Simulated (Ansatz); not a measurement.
Input file for Ansatz (a quantum-chemistry and plane-wave program): U-B3LYP/def2-TZVPP on LiSi-, 2S+1 = 3, a spin state set in the input, which need not be the lowest, a point of a bond scan (R = 2.586 Å). Charge -1.

Ansatz 0.2 input:
```yaml
crystal:
  periodic: [false, false, false]
  atoms:
    - {symbol: Li, position_ang: [0.00000000, 0.00000000, 0.00000000]}
    - {symbol: Si, position_ang: [0.00000000, 0.00000000, 2.58626100]}
basis:
  gaussian:
    orbitals: def2-TZVPP
    pivot_positions_ang: [[0.00000000, 0.00000000, 0.00000000], [0.00000000, 0.00000000, 2.58626100]]
hamiltonian:
  xc: {name: B3LYP}
total_charge: -1
magnetization: {spin_polarized: true, initial_magnetization: 2}
output: {forces: true, orbitals: {seedname: ./end}}
```

Program output:

```
WARN ansatz: RAYON_NUM_THREADS=2 ignored (pool sized by the plan → 2); use --threads N
Functional definition: B3LYP
integrals: 0.01 GiB planned
436 factors; their error is unknown
mean field: 0.16 GiB planned
mean field evaluation 1: about -8079.1870 eV, gradient 1.1e1 eV
mean field evaluation 2: about -8075.8758 eV, gradient 2.0e1 eV
mean field evaluation 4: about -8080.9449 eV, gradient 1.6e0 eV
mean field evaluation 8: about -8081.0551 eV, gradient 1.6e-1 eV
mean field evaluation 16: about -8081.0655 eV, gradient 3.3e-4 eV
mean field evaluation 32: about -8081.0655 eV, gradient 5.5e-3 eV
mean field evaluation 64: about -8080.8700 eV, gradient 1.9e-1 eV
mean field -8081.06547353 eV, -296.9736786093 hartree, gradient 2.3e-5 eV, S^2 2.586961; 6 other end points of the search recorded, 0 dependent functions left out
the calculation of the forces begins
reference -8081.06564584 eV, -296.9736849415 hartree; 10, 8 occupied and 51, 53 virtual orbitals, 436 factors
Total energy: -8081.06564584 eV, -296.9736849415 hartree
Atom 0 at     0.000000     0.000000     0.000000 Å, force     0.000000     0.000000     0.056269 eV/Å
Atom 1 at     0.000000     0.000000     2.586261 Å, force    -0.000000    -0.000000    -0.056269 eV/Å
Dipole moment:    -0.000000    -0.000000     0.626121 e Å
```

Self-consistency was reached. Its determinant has ⟨S²⟩ = 2.59, a mixture of spin states.

Cost: very roughly 1.5 core-seconds.
